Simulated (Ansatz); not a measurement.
```yaml
crystal:
  periodic: [false, false, false]
  atoms:
    - {symbol: B, position_ang: [-1.138473, 1.396521, -0.993425]}
    - {symbol: Sn, position_ang: [0.085490, -0.470209, -0.784417]}
    - {symbol: C, position_ang: [0.771918, -0.707287, 1.174792]}
    - {symbol: C, position_ang: [1.152851, -0.815234, 2.315058]}
    - {symbol: H, position_ang: [-1.606263, 1.682784, -2.053607]}
    - {symbol: H, position_ang: [-1.332140, 2.112803, -0.060184]}
    - {symbol: H, position_ang: [1.472269, -0.452726, -1.781465]}
    - {symbol: H, position_ang: [-0.808960, -1.877527, -1.154656]}
    - {symbol: H, position_ang: [1.491910, -0.915426, 3.320805]}
basis:
  gaussian: {orbitals: def2-TZVPD, nuclear_model: gaussian, point_charges: [{charge: 1.00, position_ang: [5.777, -0.524, -0.303]}]}
total_charge: -1
magnetization: {spin_polarized: false, initial_magnetization: 1}
hamiltonian: {xc: {name: HF}}
correlation: {method: rpa}
```

```sh
$ ansatz run in.yaml --threads 2 --pin off --events-out ev --progress --plain --max-ram 4352MiB
```

It prints (some lines left out):

```
Functional definition: HF
1580 factors; integrals over basis functions are off by at most 7.6e-4 eV
mean field evaluation 1: about -8615.3943 eV, gradient 2.4e1 eV
mean field evaluation 2: about -8615.4535 eV, gradient 2.4e1 eV
mean field evaluation 4: about -8617.1011 eV, gradient 1.3e1 eV
mean field evaluation 8: about -8617.4245 eV, gradient 1.7e0 eV
mean field evaluation 16: about -8617.5444 eV, gradient 2.4e-3 eV
mean field -8617.69860816 eV, -316.6945825641 hartree, gradient 6.9e-6 eV, S^2 0.750000; 7 other end points of the search recorded, 0 dependent functions left out
7 core orbitals not correlated: weight in the atoms' cores, before any rotation towards them, 1.000 or more for the frozen orbitals, at most 0.000 for the correlated occupied ones
reference -8617.69860816 eV, -316.6945825641 hartree; 16, 15 occupied and 189, 190 virtual orbitals, 1580 factors
Total energy: -8640.71346141 eV, -317.5403628208 hartree
```

Hardware: 2 threads of an Arm Neoverse V2 on a shared host. Wall time 32 s, peak host memory 0.71 GiB.
